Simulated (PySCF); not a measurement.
C₅H₉NSi.
Cartesian coordinates in Å at the GFN2-xTB level; atoms count from 1:
```
atom  x, y, z in Å
C1     3.4949    0.0384    0.0777
C2     2.3495    0.0207    0.4419
Si3    0.5894   -0.0362    1.0218
C4    -0.4824   -1.2982    0.0841
C5    -1.1773   -0.4492   -0.9794
C6    -1.4748    0.9171   -0.3665
N7    -0.2940    1.2899    0.3848
H8     4.4963    0.0593   -0.2463
H9     0.5626   -0.2000    2.4817
H10   -1.2223   -1.7386    0.7527
H11    0.0675   -2.1185   -0.3708
H12   -2.0914   -0.9160   -1.3509
H13   -0.4964   -0.3087   -1.8206
H14   -2.3609    0.8549    0.2831
H15   -1.6780    1.6629   -1.1423
H16   -0.2904    2.2311    0.7375
```

The closed-shell SCF was solved with PySCF and density fitting under several settings on one GFN2-xTB geometry (grid level 2 and gas phase unless stated).

| settings | basis functions | SCF cycles | E (Eh) | HOMO (eV) | LUMO (eV) | dipole (D) |
| --- | --- | --- | --- | --- | --- | --- |
| PBE0/pcSseg-1 | 171 | 14 | -539.6922 | -6.65 | 0.04 | 0.82 |
| BHandHLYP/aug-cc-pVDZ | 246 | 13 | -540.0227 | -7.92 | 0.18 | 0.75 |
| HF/3-21G | 85 | 12 | -535.0372 | -9.66 | 4.14 | 0.60 |

Q: Estimate the row for these settings: B3LYP/ANO-RCC-VDZP.

A: 
```json
{"settings": "B3LYP/ANO-RCC-VDZP", "basis functions": "147", "SCF cycles": "14", "E (Eh)": "-540.1318", "HOMO (eV)": "-6.29", "LUMO (eV)": "-0.04", "dipole (D)": "0.75"}
```

Q: Over all rows, what range does the HOMO–LUMO gap span?

A: From 6.25 eV (B3LYP/ANO-RCC-VDZP) to 13.80 eV (HF/3-21G). The functional of the narrowest has 20 % exact exchange, that of the widest 100 % exact exchange.

Cycle counts include a coarse-grid stage where the run had one. ANO-RCC sets were contracted for a scalar-relativistic Hamiltonian, but ran non-relativistically here.

One conformer stands for the species.
